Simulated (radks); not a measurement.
Ionisation of neutral copper, [Ar] 3d10 4s1, to [Ar] 3d10 as the strength of local exchange is varied. Method: non-relativistic Kohn-Sham, Slater X-alpha exchange (alpha = 2/3 is LDA exchange), no correlation, spin-polarised, spherical densities, point nucleus; open shells are filled with parallel spins first; computed with a radial shooting solver on a logarithmic mesh with Libxc functionals.

alpha,E(Cu) (hartree),exchange (hartree),IE (eV),-e of the level emptied (eV),<r> of it (bohr)
0.566,-1625.94395,-52.09296,7.008,3.764 (4s),3.096
0.667,-1635.27008,-61.78997,7.577,4.324 (4s),3.012
0.787,-1646.42948,-73.46719,8.286,5.041 (4s),2.916
0.876,-1654.76115,-82.23650,8.834,5.606 (4s),2.847
0.973,-1663.89499,-91.89876,9.450,6.253 (4s),2.775

NIST Atomic Spectra Database: 7.726 eV (measured). The Delta-SCF value meets it near alpha = 0.69.
